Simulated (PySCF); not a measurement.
**C₆ coefficients of unlike pairs at PBE**

Calculated with PySCF 2.14 from the dipole response of each species, C₆(A,B) = (3/π) ∫ α_A(iu) α_B(iu) du, in atomic units, from isotropic polarisabilities. For ions this is the dispersion term alone; charge-induced terms of lower order in 1/R come first.

```tsv
species	configuration	basis	relativity	α (bohr³)	C₆ (like pair)
B⁺	[He] 2s2 (1S)	dyall-acv3z (15s9p4d2f)	spin-free X2C	10.63	28.77
Co⁺	[Ar] 3d8 (3F)	aug-cc-pVTZ (8s7p5d3f2g)	none	9.458	31.62
Mo⁺	[Kr] 4d5 (6S)	x2c-TZVPPall with one added diffuse shell each of s, p, d, f type (9s7p7d3f1g)	spin-free X2C	21.87	142.3
Li⁺	1s2 (1S)	dyall-acv3z (15s9p3d)	spin-free X2C	0.2079	0.08651
```

Estimate C₆ for Mo⁺ with B⁺.

The integral gives 62.73. The combination rule 2 C_A C_B / (C_A α_B/α_A + C_B α_A/α_B) gives 63.80 and the geometric mean 63.99.

No spin-orbit coupling is included.

The other pairs:

```json
{"pair": "Li⁺, Co⁺", "C₆": "1.421"}
{"pair": "Li⁺, B⁺", "C₆": "1.038"}
{"pair": "Co⁺, B⁺", "C₆": "28.61"}
{"pair": "Mo⁺, Co⁺", "C₆": "66.50"}
{"pair": "Li⁺, Mo⁺", "C₆": "2.756"}
```
